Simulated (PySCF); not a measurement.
**`O=CC1=CC=CB1`, C5H5BO**

Geometry:
```json
{"atom": "O1", "x (Å)": "2.823", "y (Å)": "0.834", "z (Å)": "-0.003"}
{"atom": "C2", "x (Å)": "2.089", "y (Å)": "-0.122", "z (Å)": "0.073"}
{"atom": "C3", "x (Å)": "0.629", "y (Å)": "-0.056", "z (Å)": "0.034"}
{"atom": "C4", "x (Å)": "-0.171", "y (Å)": "-1.144", "z (Å)": "0.125"}
{"atom": "C5", "x (Å)": "-1.621", "y (Å)": "-0.781", "z (Å)": "0.058"}
{"atom": "C6", "x (Å)": "-1.798", "y (Å)": "0.549", "z (Å)": "-0.078"}
{"atom": "B7", "x (Å)": "-0.349", "y (Å)": "1.189", "z (Å)": "-0.111"}
{"atom": "H8", "x (Å)": "2.510", "y (Å)": "-1.158", "z (Å)": "0.184"}
{"atom": "H9", "x (Å)": "0.173", "y (Å)": "-2.179", "z (Å)": "0.235"}
{"atom": "H10", "x (Å)": "-2.409", "y (Å)": "-1.539", "z (Å)": "0.116"}
{"atom": "H11", "x (Å)": "-2.780", "y (Å)": "1.020", "z (Å)": "-0.145"}
{"atom": "H12", "x (Å)": "-0.051", "y (Å)": "2.349", "z (Å)": "-0.220"}
```

Level of theory: quadratic response CAM-B3LYP/def2-TZVPD first hyperpolarisability, Taylor convention, gas phase in PySCF. Geometry: PBE0-D3(BJ)/def2-SVP.

Task: Give the tensor of the second harmonic β(−2ω;ω,ω) at 1907 nm in the axes of these coordinates.

Result: In au, Taylor convention; rows are the first index (the induced dipole):
|  | xx | yy | zz | xy | xz | yz |
| --- | --- | --- | --- | --- | --- | --- |
| x | -384.8 | +5.1 | +33.9 | +41.6 | -14.0 | +3.6 |
| y | +40.9 | +45.7 | +9.5 | +1.7 | +3.8 | -2.5 |
| z | -13.9 | -2.3 | -0.6 | +3.8 | +32.4 | +10.1 |

Norm of βᵢ = ⅓ Σⱼ (βᵢⱼⱼ + βⱼᵢⱼ + βⱼⱼᵢ): 362.6 au, hyper-Rayleigh value 158.5 au.
